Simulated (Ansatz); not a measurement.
The same bond dissociation along the group O, S, Se.

Program: Ansatz. Geometries: PBE0-D4/def2-TZVP. ΔE: electronic, gas phase. CBS: MP2 limit from def2 TZ/QZ plus the TZ coupled-cluster correction, frozen cores. This one scheme is used for every species, atoms too. DFT in def2-TZVPP. No spin–orbit coupling; open shells (•) take unrestricted orbitals. Spin–orbit coupling would lower the free atoms: a little for F. Bonds to Se are less sure, by a few kJ/mol each and by 10 to 20 or more in all where they break to atoms, as the def2 sets lack core-valence functions. Scalar relativity is left out up to krypton. One conformer a species, not always the lowest.

```tsv
reaction	r2SCAN-D4 (kJ/mol)	RPA@PBE/def2-TZVPP (kJ/mol)	CCSD(T)/CBS(def2) (kJ/mol)
`O[SiH](F)F` → F• + `O[SiH]F`•	675	635	703
`F[SiH](F)S` → F• + `F[SiH]S`•	649	610	676
`F[SiH](F)[SeH]` → F• + `F[SiH][SeH]`•	648	607	676
```

Largest T1 diagnostic: 0.015, for `F[SiH]S`•.
